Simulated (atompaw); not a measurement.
# Reading a pseudo-wave (Tc (Z = 43))

Columns: radius, all-electron u(r) and pseudo u(r) of the 4p shell (level -45.69 eV) of technetium in the configuration [Ar] 3d10 4s2 4p6 4d5 5s1.75 5p0.25; PBEsol, scalar-relativistic, PAW (atompaw) scheme, atompaw 4.2.0.5.

```
r (bohr)  all-electron  pseudo
   0.085        0.3514  0.0188
   0.169       -0.0883  0.0730
   0.254       -0.4929  0.1595
   0.338       -0.5339  0.2698
   0.423       -0.3149  0.3981
   0.508        0.0113  0.5335
   0.592        0.3358  0.6649
   0.677        0.6130  0.7862
   0.762        0.8196  0.8881
   0.846        0.9540  0.9641
   0.931        1.0279  1.0126
   1.015        1.0514  1.0317
   1.100        1.0377  1.0233
   1.185        0.9971  0.9906
   1.269        0.9398  0.9392
   1.354        0.8717  0.8739
   1.438        0.7995  0.8019
   1.523        0.7254  0.7267
   1.608        0.6529  0.6532
   1.692        0.5847  0.5847
   1.777        0.5202  0.5202
   1.862        0.4607  0.4607
   1.946        0.4071  0.4071
   2.031        0.3580  0.3580
   2.115        0.3146  0.3146
   2.200        0.2754  0.2754
```

**Question.** How many radial nodes do the two functions have?

**Answer.** The all-electron 4p function has n − l − 1 = 2; the pseudo-wave has 0, since the states of the same l below it are removed with the core.

**Question.** At about which radius was the pseudo-wave matched?

**Answer.** 1.70 bohr. The columns agree to 0.0005 from 1.61 bohr on; several derivatives are matched, so the curves merge somewhat inside the radius.

**Question.** Where does each function peak?

**Answer.** Outermost all-electron maximum near 1.01 bohr, pseudo maximum near 1.01 bohr (to the table’s step).

**Question.** Is the pseudo-wave norm-conserving?

**Answer.** No, it belongs to a PAW set: the norm inside the radius is not constrained, and the difference is carried by the augmentation charge.
